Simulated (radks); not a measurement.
Excited configurations of Re: one electron is placed in a higher orbital outside [Xe] 4f14 5d5 6s1. The ground configuration is [Xe] 4f14 5d5 6s2. Method: Dirac Kohn-Sham, PBE, spin-unpolarised, spherical densities, finite nucleus; open shells fill j = l - 1/2 first; Fermi nuclear charge, rms radius 5.3698 fm; computed with a radial shooting solver on a logarithmic mesh with Libxc functionals. Excitation = E - E(ground); binding = E(ion) - E, where the ion is the core of charge +1; n* = 1/sqrt(2 binding) in atomic units, and the quantum defect is n - n*.

| outer orbital | excitation (eV) | binding (eV) | n* | quantum defect | eigenvalue (eV) |
|---|---|---|---|---|---|
| 5f5/2 | 8.241 | 0.916 | 3.854 | 1.146 | -0.432 |
| 6p1/2 | 4.296 | 4.860 | 1.673 | 4.327 | -2.349 |
| 6d3/2 | 7.565 | 1.592 | 2.924 | 3.076 | -0.720 |
| 6f5/2 | 8.521 | 0.636 | 4.625 | 1.375 | -0.366 |
| 7s1/2 | 6.606 | 2.550 | 2.310 | 4.690 | -1.490 |
| 7p1/2 | 7.308 | 1.849 | 2.713 | 4.287 | -1.047 |
| 7d3/2 | 8.157 | 1.000 | 3.689 | 3.311 | -0.561 |
| 7f5/2 | 8.696 | 0.461 | 5.433 | 1.567 | -0.287 |

The Delta-SCF ionisation energy is 9.157 eV (NIST Atomic Spectra Database: 7.834 eV, measured). Self-interaction in the functional shifts the binding energies and quantum defects, so they are the method's values and not measured ones. Spin polarisation and multiplet splitting are left out, so open shells lie too high by an amount that depends on their filling.

Beside tabulated values, note that spin-unpolarised runs miss the spin-polarisation part of the exchange energy of open shells.
